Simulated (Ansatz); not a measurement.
Molecule: C$_{2}$H$_{7}$AlO$_{3}$ (charge 0, singlet). SMILES: C[O][Al]([O]C)[OH]
Coordinates optimised at B3LYP-D3(BJ)/def2-TZVP (Ansatz, an electronic-structure program):
```
Al
O 1 1.6809
C 2 1.4090 1 134.67
H 3 1.0937 2 109.82 1 -120.62
H 3 1.0937 4 108.11 2 119.80
H 3 1.0945 4 108.35 5 117.22
O 1 1.6817 2 119.87 3 180.00
C 7 1.4097 1 133.90 2 0.00
H 8 1.0936 7 109.81 1 -120.62
H 8 1.0936 9 108.12 7 119.80
H 8 1.0945 9 108.36 10 117.26
O 1 1.6938 2 119.41 3 0.00
H 12 0.9578 1 122.83 2 -180.00
```

Atomisation energy built up term by term with Ansatz (kcal/mol; UHF references for open shells; valence terms freeze the core; atomic spin-orbit terms are left out). Basis-set limits of correlation are two-point, X^-3; Hartree-Fock from the larger set.

| term | basis | kcal/mol |
|---|---|---|
| Hartree-Fock | cc-pV(Q+d)Z | ? |
| CCSD correlation | CBS(cc-pV(T+d)Z,cc-pV(Q+d)Z) | 321.99 |
| (T) | CBS(cc-pV(T+d)Z,cc-pV(Q+d)Z) | ? |
| core correlation | cc-pwCVTZ | 2.85 |
| scalar relativity (X2C) | cc-pVTZ-DK against cc-pVTZ | -1.89 |
| sum: De |  | ? |

**Question.** What belongs in the gaps?

**Answer.** 
- Hartree-Fock, kcal/mol: 888.03
- (T), kcal/mol: 20.20
- sum: De, kcal/mol: 1231.2
